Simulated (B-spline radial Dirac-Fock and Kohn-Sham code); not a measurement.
**Kohn-Sham estimates against Dirac-Fock for the levels of Pd²⁺**

System: palladium as Pd²⁺ in the configuration [Kr] 4d8.

The density-functional columns are spherical, spin-unpolarised Dirac-Kohn-Sham results without Breit or QED terms: −ε is minus the orbital energy of the initial state and ΔSCF the difference of two total energies. The reference in the last column comes from Dirac-Fock (average of configuration) total-energy differences with a finite nucleus, the Breit interaction including its frequency dependence, and self-energy and vacuum-polarisation corrections. All numbers are from a radial atomic solver, in eV; a selection of levels is shown. The Kohn-Sham columns are given as differences from the reference. For the 1s level of heavy atoms much of the gap between ΔSCF and the reference is the Breit and QED part, -73.1 eV here; for other levels the error of the functional can be larger.

```csv
level,PBE −ε − DF,PBE ΔSCF − DF,LDA −ε − DF,LDA ΔSCF − DF,Dirac-Fock
K,-207.4,+97.2,-238.0,+65.7,24384.4
L1,-94.5,-42.0,-98.0,-45.3,3645.4
L2,-70.8,-5.3,-71.9,-6.4,3366.2
L3,-73.0,-10.9,-73.9,-11.7,3209.1
M1,-46.4,-28.2,-47.5,-29.3,707.5
M2,-36.7,-18.1,-37.0,-18.4,597.0
M3,-36.4,-18.3,-36.7,-18.5,568.9
N1,-16.6,-7.9,-16.5,-7.9,127.0
N2,-11.8,-3.4,-11.6,-3.3,90.95
N3,-11.8,-3.6,-11.7,-3.5,86.47
"N4,5",-5.2,+1.9,-4.9,+2.1,32.50
```

Values without a named source are computed, but for edge energies of neutral atoms, which are taken from tables.
